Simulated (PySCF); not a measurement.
**Tc⁶⁺ (technetium, charge +6) across methods**

[Kr] 4d1, 2D determinant. Computed with PySCF 2.14 in an uncontracted even-tempered set (22 s from 0.11 bohr⁻², ratio 2.5; 16 p from 0.14 bohr⁻², ratio 2.5; 11 d from 0.14 bohr⁻², ratio 2.5; 5 f from 0.58 bohr⁻², ratio 2.7; 5 g from 0.87 bohr⁻², ratio 2.7), with scalar relativity by spin-free X2C-1e.

```tsv
method	E (hartree)	mean ε 4p α (eV)	mean ε 4p β (eV)	mean ε 4d α (eV)	Σ⟨r²⟩ (bohr²)	⟨S²⟩
PBE	-4276.58	-124.54	-123.55	-81.093	16.39	0.751
PBE0	-4276.66	-127.60	-126.29	-83.228	16.39	0.751
r2SCAN	-4276.98	-125.59	-124.43	-81.435	16.38	0.751
LDA	-4272.05	-124.63	-123.72	-80.879	16.39	0.750
```

Estimate the same row for UHF.

E (hartree) = -4275.00136; mean ε 4p α (eV) = -135.33; mean ε 4p β (eV) = -132.90; mean ε 4d α (eV) = -88.562; Σ⟨r²⟩ (bohr²) = 16.44; ⟨S²⟩ = 0.753.
